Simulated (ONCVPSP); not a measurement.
## Configuration tests for silicon (Si) (ONCV)

silicon (Si), optimised norm-conserving Vanderbilt (ONCV), made with ONCVPSP 4.0.1 (PBEsol, scalar-relativistic). Core [Ne], reference 3s2 3p1.75 (charge +0.25). Waves: 3s: rc 1.80 bohr, ncon 5, nbas 8, qcut 4 1/bohr, 3 projectors, debl 2.9 Ha; 3p: rc 1.80 bohr, ncon 4, nbas 7, qcut 5.5 1/bohr, 1 projector. Local part: polynomial inside 1.40 bohr (lpopt 5, dvloc0 0 Ha). Core correction: none.

Energies are relative to the spin-unpolarised reference configuration 3s2 3p1.75; without spin polarisation the order of configurations can differ from experiment.

```tsv
valence configuration	charge	ΔE all-electron (eV)	error AE − PS (meV)
3s2 3p2	0	-1.230	+0.1
3s2 3p1.5	+0.5	1.679	0.0
```

Question: What are ΔE and the potential's error for 3s2 3p0?

Answer: ΔE = 22.447 eV all-electron; the error (AE − PS) is +3.8 meV.

Question: What are ΔE and the potential's error for 3s2 3p1?

Answer: ΔE = 6.483 eV all-electron; the error (AE − PS) is +0.3 meV.

Levels in the configuration 3s2 3p2:

```csv
level,all-electron (eV),pseudo (eV)
3s,-10.769,-10.770
3p,-4.057,-4.057
```
